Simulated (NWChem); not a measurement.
## Ionisation of C₃H₂F₃

SMILES: F[C](F)C(=C)F
```xyz
8

C      1.8505     0.5139     0.0000
C      0.6930    -0.2427     0.0000
F      0.7687    -1.5909     0.0000
C     -0.6131     0.2587     0.0000
F     -0.8757     1.5561     0.0000
F     -1.6938    -0.4984     0.0000
H      1.8002     1.6094     0.0000
H      2.8250     0.0097     0.0000
```
Charge 0, spin multiplicity 2.

Program: NWChem. All single points use one geometry, from UPBE/def2-SVP, a minimum by its harmonic frequencies. It is one conformer; others weren't searched.

Basis set: def2-TZVP. The species with one electron less has spin multiplicity 1 and keeps the geometry of the parent. Δ marks differences of total energies (open shells unrestricted). −ε marks an orbital energy of the parent. That orbital need not have the symmetry of the hole or added electron in the Δ rows. That singlet is a closed-shell solution.

B3LYP has NWChem's definition, with VWN1-RPA local correlation. The structure started from a generated list of species. The unpaired electrons of the parent sit in orbitals of symmetry a" (Cs labels of the run); other states weren't searched. The stability of the SCF solutions was not checked.

**Question.** For the first vertical ionisation energy, −ε(alpha HOMO) of PBE0 gives 6.05 eV and −ε(alpha HOMO) of B3LYP gives 5.79 eV. What do −ε(alpha HOMO) of PBE, −ε(alpha HOMO) of M06-2X, ΔPBE0 give?

**Answer.** −ε(alpha HOMO) of PBE: 4.66 eV; −ε(alpha HOMO) of M06-2X: 7.09 eV; ΔPBE0: 8.34 eV.
